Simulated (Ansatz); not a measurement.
`N#C[SiH2]CF`. Charge 0, multiplicity 1.

Cartesian coordinates in Å:
```
N -2.333 1.609 0.847
C -1.611 0.737 0.637
Si -0.407 -0.621 0.275
C 1.088 0.209 -0.530
F 2.033 -0.762 -0.831
H -0.054 -1.264 1.559
H -1.066 -1.574 -0.644
H 1.542 0.944 0.142
H 0.807 0.723 -1.454
```

**Question.** Give the diagnostics of a CCSD(T)/def2-TZVPP run (frozen core, Ansatz). (An estimate is asked.)

**Answer.** Ansatz gave: T1 = 0.0127, largest single amplitude 0.012, largest double 0.044, (T) share of the correlation energy 4.0 %, 9 CCSD cycles. The RHF solution is stable towards an unrestricted one. T1 lies under the customary mark of 0.02 for closed shells.
